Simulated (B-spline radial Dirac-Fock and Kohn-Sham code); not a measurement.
# Ar⁹⁺: eigenvalues, ΔSCF and the reference

System: argon as Ar⁹⁺, configuration [He] 2s2 2p5.

The density-functional columns are spherical, spin-unpolarised Dirac-Kohn-Sham results without Breit or QED terms: −ε is minus the orbital energy of the initial state and ΔSCF the difference of two total energies. The reference in the last column comes from multi-electron Dirac-Fock with separately optimised hole states, Breit and Lamb-shift corrections added in first order. All numbers are from a radial finite-basis atomic code, in eV; a selection of levels is shown. The Kohn-Sham columns are given as differences from the reference.

| level | LDA −ε − DF | LDA ΔSCF − DF | Dirac-Fock |
| --- | --- | --- | --- |
| K (1s) | -109.2 | +7.4 | 3471.7 |
| L1 (2s) | -35.5 | -8.0 | 551.3 |
| L2,3 (2p) | -28.2 | +2.4 | 482.3 |

Values without a named source are computed, but for edge energies of neutral atoms, which are taken from tables.
